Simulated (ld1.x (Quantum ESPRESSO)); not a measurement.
**What one change does to a pseudopotential (chromium, TM semilocal)**

* Element: chromium
* Generator: ld1.x (Quantum ESPRESSO) 7.5
* Type: norm-conserving Troullier–Martins (semilocal form)
* Functional: PBEsol
* Relativity: scalar-relativistic
* Frozen core: [Ar]
* Valence charge: 6
* Reference configuration: 3d5 4s0 4p1
* Partial waves: 4s (bound, empty): rc 2.95 bohr; 4p (bound): rc 3.05 bohr; 3d (bound): rc 1.90 bohr
* Local potential: the d channel
* Core correction: none

Change: form changed from semilocal to separable (Kleinman–Bylander), still TM; local potential all-electron potential smoothed inside 2.10 bohr (lloc = -1).

Cutoffs: the cutoffs (Ry, on a coarse ladder) from which the occupation-weighted sum of valence levels, in a spherical-Bessel basis at the reference potential, stays within 10 and 1 mRy of its value at 400 Ry; they do not see the model core or the augmentation charge, which bear on the density cutoff. Errors are all-electron minus pseudo energies relative to the spin-unpolarised reference configuration.

Q: How do hardness, ghosts and transferability respond?

A: The potential gets neither clearly harder nor softer (70 Ry and 80 Ry → 70 Ry and 80 Ry); of the 7 tests that both files solve, the error grows in 0 and shrinks in 4 by more than 15 % and 0.3 meV (median size 8.0 → 4.2 meV); neither file shows a bound ghost at the reference potential, the only one tested. In the semilocal form every listed channel keeps its own potential, so the choice of the local channel does not act on these tests. It acts once the file is put into the separable form. A semilocal file is local in each channel, so a ghost entry of none says nothing of the separable form that plane-wave codes build from it.

```csv
quantity,base,changed
"cutoff, loose",70 Ry,70 Ry
"cutoff, tight",80 Ry,80 Ry
bound ghosts,none,none
"error for 3d5 4s1 4p0, meV [ΔE -3.14 eV]",+4.1,+4.2
"error for 3d5 4s0 4p0, meV [ΔE 3.73 eV]",-0.1,-0.2
"error for 3d4 4s0 4p0, meV [ΔE 19.74 eV]",-18,-0.4
"error for 3d2 4s0 4p0, meV [ΔE 98.77 eV]",-547,-454
"error for 3d5 4s0.5 4p0, meV [ΔE -0.44 eV]",-0.1,0.0
"error for 3d5.5 4s0.5 4p0, meV [ΔE -2.42 eV]",-8.0,-4.9
"error for 3d4 4s1 4p1, meV [ΔE 0.39 eV]",-83,-50
s: phases at 3.29 bohr within 0.05 rad from the reference energy up to (Ry; the scan ends near 5),1.4,0.4
p: phases at 3.29 bohr within 0.05 rad from the reference energy up to (Ry; the scan ends near 5),2.1,1.3
d: phases at 3.29 bohr within 0.05 rad from the reference energy up to (Ry; the scan ends near 5),0.6,0.7
```

Changed file: These tests converged, but a pseudo level misses the all-electron one widely, so the file describes the atom poorly there or has found another state: 3d2 4s0 4p0: empty 4s by 11.9 eV (a node warning on the way).
